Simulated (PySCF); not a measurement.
Checking a proposed structure

A compound C₇H₁₁FN₂Si gives the data below (simulated from a calculation) and was assigned the structure `C[Si](C)(C)c1cc(F)cnn1`.

13C{1H} NMR (computed): δ 173.5 (C), 155.2 (C), 136.5 (CH), 113.7 (CH), 110.2 (CH), 102.8 (CH), 39.4 (CH3).

1H NMR (400 MHz, computed): δ 7.84 (d, 1H), 7.49 (m, 1H), 6.71 (m, 1H), 6.22 (m, 1H), 5.00 (s, 3H), 2.86 (br s, 1H), 2.66 (s, 3H).

[PySCF 2.14: NMR shieldings at PBE0/pcSseg-1/GIAO; coordinates at the GFN2-xTB level; gas phase; averaged over atoms made equivalent by symmetry, fast rotation or ring inversion; one computed conformer; no relativistic terms]

Scale: 1H, 13C against TMS (reference shieldings calculated alike).

Task: Compare with the shifts computed for the proposed structure, pairing carbons in order of shift.

Result: Mapped SMILES: `[CH3:1][Si:2]([CH3:3])([CH3:4])[c:5]1[cH:6][c:7]([F:8])[cH:9][n:10][n:11]1` (H(Xn): hydrogen on atom n).

```
atom  computed for proposal  given list  difference
  C5                  175.2       173.5        +1.7
  C7                  171.7       155.2       +16.5
  C9                  145.0       136.5        +8.5
  C6                  121.0       113.7        +7.3
  C1                   -1.3       110.2      -111.5
  C3                   -1.3       102.8      -104.1
  C4                   -1.3        39.4       -40.7
```

The rms difference is 60.2 ppm and the largest -111.5 ppm at C1 (methyl carbon bonded to Si). The proposal also would give 5 carbon signals, not 7. The carbon types in order of shift don't match either: C, C, CH, CH, CH3, CH3, CH3 for the proposal against C, C, CH, CH, CH, CH, CH3 in the data. The proposal doesn't fit.

Task: Which isomer fits?

Result: SMILES c1c(N(NC)[SiH3])cc(F)cc1.

- Carbon types of the structure: 2 × C, 4 × CH, 1 × CH3, leaving 4 H on heteroatoms.
- δC 173.5: aromatic carbon bearing fluorine; the electronegative substituent deshields the carbon that carries it.
- δC 155.2: aromatic carbon bearing nitrogen; the electronegative substituent deshields the carbon that carries it.
- δC 136.5, 113.7, 110.2, 102.8: aromatic CH.
- δH 7.84, 7.49, 6.71, 6.22: hydrogen on an aromatic CH.

The data come from this structure; uniqueness wasn't tested.

OH and NH positions are those of a molecule without intermolecular hydrogen bonds; in solution they move with solvent, concentration and temperature, and exchange usually removes their couplings. Splittings by 19F in the carbon and heteronuclear signals aren't shown, as no couplings were computed. Shifts are as computed. Against solution values, carbons near 30 ppm lie about +3 ppm off and those near 130 ppm about +5 ppm. Of 1211 compounds with measured shifts, 218 miss one by over three times the rms of a fit or turn the order of signals round; such compounds aren't used in these exercises. No couplings were computed; multiplicities are counted from neighbouring protons, with m where these are inequivalent, close in shift, in a saturated or five-membered ring or joined by F or P, and br s for small geminal =CH2 splittings.
